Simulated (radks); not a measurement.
Values are calculated unless marked as measured or tabulated.
Species: the zirconium ion Zr4+. Configuration: [Kr]. Code: a radial shooting solver on a logarithmic mesh with Libxc functionals. Model: scalar-relativistic Kohn-Sham, PBE, spin-polarised, spherical densities, point nucleus.

Normalised radial functions P(r) = r R(r), r in bohr:

r	3d	4s	4p
0.001845	0.0000	0.0529	0.0012
0.002731	0.0000	0.0741	0.0025
0.004009	0.0001	0.1013	0.0049
0.005934	0.0003	0.1354	0.0100
0.008711	0.0009	0.1725	0.0198
0.01279	0.0025	0.2051	0.0382
0.01893	0.0075	0.2167	0.0722
0.02779	0.0209	0.1795	0.1275
0.0408	0.0556	0.0650	0.2064
0.06038	0.1409	-0.1330	0.2930
0.08864	0.3190	-0.3249	0.3240
0.1312	0.6429	-0.3255	0.1993
0.1926	1.0731	0.0142	-0.1218
0.2828	1.4336	0.4783	-0.4612
0.4185	1.4409	0.4659	-0.4199
0.6144	1.0180	-0.2539	0.1650
0.902	0.4648	-0.9763	0.8342
1.335	0.1155	-0.9343	0.9495
1.96	0.0130	-0.3984	0.5162
2.9	0.0004	-0.0671	0.1250
4.258	0.0000	-0.0035	0.0107

3d: eigenvalue -217.59 eV, 0 radial nodes, <r> = 0.452 bohr, 90 % of the charge inside 0.727 bohr. 4s: eigenvalue -95.580 eV, 3 radial nodes at r = 0.0471, 0.190, 0.550 bohr, <r> = 1.19 bohr, 90 % of the charge inside 1.72 bohr. 4p: eigenvalue -72.801 eV, 2 radial nodes at r = 0.170, 0.563 bohr, <r> = 1.32 bohr, 90 % of the charge inside 1.93 bohr.
